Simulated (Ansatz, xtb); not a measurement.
# Relative energy of two isomers of C5H10B2

We compare I, `B/C=C(\C)C(B)=C`, a singlet, with II, `B[C@@H]1BCCC1=C`, a singlet. Both are isolated molecules in the gas phase, relaxed with r2SCAN-D4/def2-SVP; the shapes shown needn't be the lowest conformers.

I (Å):

```xyz
17

C    -1.9308   -1.1657    1.1049
C    -0.9681   -1.0129    0.1368
C     0.4831   -0.8194    0.4640
C    -1.3451   -1.0835   -1.2987
C    -0.3929   -1.1704   -2.2705
B    -1.7328   -1.1721    2.6266
B    -2.8038   -0.9324   -1.8168
H    -0.6603   -0.9679    3.1472
H    -2.6788   -1.3877    3.3494
H    -2.9479   -1.3144    0.7204
H     0.6460   -0.7296    1.5433
H     0.8802    0.0802   -0.0352
H     1.0809   -1.6713    0.0965
H    -3.6949   -0.4835   -1.1400
H    -3.0337   -1.2156   -2.9688
H     0.6835   -1.1458   -2.0648
H    -0.6825   -1.2628   -3.3217
```

II (Å):

```yaml
atoms:
  - { symbol: C, position_ang: [-1.6825, -1.0846, -1.3004] }
  - { symbol: C, position_ang: [-0.3385, 0.0939, 0.5071] }
  - { symbol: C, position_ang: [0.4558, 0.0370, -0.8127] }
  - { symbol: C, position_ang: [-0.1972, -1.0666, -1.6139] }
  - { symbol: C, position_ang: [0.4310, -1.9354, -2.4183] }
  - { symbol: B, position_ang: [-2.5107, -0.0974, -2.1777] }
  - { symbol: B, position_ang: [-1.7663, -0.4419, 0.1428] }
  - { symbol: H, position_ang: [-2.0039, 0.9095, -2.6176] }
  - { symbol: H, position_ang: [-3.6803, -0.3100, -2.3947] }
  - { symbol: H, position_ang: [-2.1821, -2.0707, -1.3264] }
  - { symbol: H, position_ang: [-2.7508, -0.4104, 0.8413] }
  - { symbol: H, position_ang: [-0.2870, 1.0498, 1.0538] }
  - { symbol: H, position_ang: [0.0467, -0.6693, 1.2197] }
  - { symbol: H, position_ang: [1.5409, -0.1133, -0.6976] }
  - { symbol: H, position_ang: [0.3239, 0.9940, -1.3529] }
  - { symbol: H, position_ang: [-0.1174, -2.7162, -2.9546] }
  - { symbol: H, position_ang: [1.5161, -1.8966, -2.5550] }
```

Quicker runs give these differences E(II) − E(I): GFN2-xTB −0.936 eV; HF/STO-3G −2.009 eV (at GFN2-xTB geometries); r2SCAN-D4/def2-SVP//GFN2-xTB −1.085 eV.

Problem. Estimate E(II) − E(I) at the level CCSD(T)/def2-SVP + ΔMP2/def2-TZVPP.

Solution. Calculated at CCSD(T)/def2-SVP + ΔMP2/def2-TZVPP: E(II) − E(I) = −0.848 eV, so structure II lies lower.

How the difference moves with the method:

```csv
level,geometry,E(II) − E(I) (eV),departure from the last row (eV),"job, with rough time for the two"
GFN2-xTB,GFN2-xTB,−0.936,−0.088,"optimisation, 0.3 s"
HF/STO-3G,GFN2-xTB,−2.009,−1.161,"single point, 0.44 s"
r2SCAN-D4/def2-SVP//GFN2-xTB,GFN2-xTB,−1.085,−0.237,"single point, 4.1 s"
r2SCAN-D4/def2-SVP,r2SCAN-D4/def2-SVP,−1.023,−0.175,"optimisation, 69 s"
HF/def2-SVP,r2SCAN-D4/def2-SVP,−0.789,+0.059,part of the CCSD(T) run
MP2/def2-SVP,r2SCAN-D4/def2-SVP,−1.004,−0.156,part of the CCSD(T) run
CCSD(T)/def2-SVP,r2SCAN-D4/def2-SVP,−0.909,−0.061,single point
CCSD(T)/def2-SVP + ΔMP2/def2-TZVPP,r2SCAN-D4/def2-SVP,−0.848,,"single point, 79 s"
```

As drawn, II has 1 C–B, 1 C–C, 1 C–H in place of 1 C=C, 1 B–H. Structure I has no ring, II a 5-membered ring.

None of the levels shown reverses the order. The largest departure from CCSD(T)/def2-SVP + ΔMP2/def2-TZVPP is that of HF/STO-3G, 1.161 eV. The last row adds to CCSD(T) the change of the MP2 difference between the two basis sets, here +0.061 eV.

With thermal terms from frequencies at re-optimised GFN2-xTB minima (ideal gas, soft modes damped towards free rotors, one conformer each, 298.15 K, 1 atm): on the last row, ΔE + ΔZPE = −0.735, ΔH = −0.782, ΔG = −0.677 eV.

The correlated steps freeze 7 core orbitals. Mirror images aren't counted in ΔG. Codes used: Ansatz 0.2.0, xtb 6.7.1; the last row on 4 threads of Arm Neoverse V1 on a shared host.
